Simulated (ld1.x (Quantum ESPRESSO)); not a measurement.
Results of a calculation; reference values are marked as such.
**Potentials for Ru compared**

Generated with ld1.x 7.5 (TM, RRKJ, ultrasoft, PAW), atompaw 4.2 or ONCVPSP 4.0.1. The cutoff is in Ry: for ld1.x and atompaw files where the sum of valence levels is converged to 10 mRy in a Bessel basis, for ONCV files where the hardest occupied wave has 1 mHa per electron of residual kinetic energy. The error is the largest all-electron minus pseudo excitation energy over each file’s own four to seven test configurations (ionisations up to +4, promotions, holes and added fractions of an electron), all of which were solved. The labels leave out finer settings (local radius, basis sizes, second energies), which also bear on the numbers. Spin-polarised tests are not counted. The rows are a selection from randomly drawn settings: files with unsolved tests, undetermined cutoffs or missed reference levels are left out.

| potential | cutoff (Ry) | largest error (meV) | bound ghosts |
| --- | --- | --- | --- |
| RRKJ, LDA (PZ), scalar-relativistic, rc 2.25/3.55/1.40 (spd), local s, core correction no, reference 4d7 5s0 5p0 | 50 | -477 | none |
| TM semilocal, revPBE, scalar-relativistic, rc 2.65/4.20/1.20/3.35 (spdf), local p, core correction yes, reference 4d7 5s0.5 5p0.5 | 60 | -55 | none |
| PAW, LDA (PZ), scalar-relativistic, rc 1.65/1.65/1.60 (spd), local smoothed, core correction yes, reference 4s2 4p6 4d7 5s1 5p0 | 45 | -11 | none |

(1) Fill in the row for Ru: TM semilocal, Wu–Cohen, scalar-relativistic, rc 1.25/1.70/2.15 (spd), local p, core correction yes, reference 4s2 4p6 4d6 5s0 5p0.

(2) Fill in the row for Ru: TM, PBE, scalar-relativistic, rc 1.45/1.75/1.30 (spd), local p, core correction no, reference 4s2 4p6 4d6 5s0 5p0.

## Answers

(1) cutoff 90 Ry, largest error +443 meV, bound ghosts: none.

(2) cutoff 70 Ry, largest error +831 meV, bound ghosts: none.
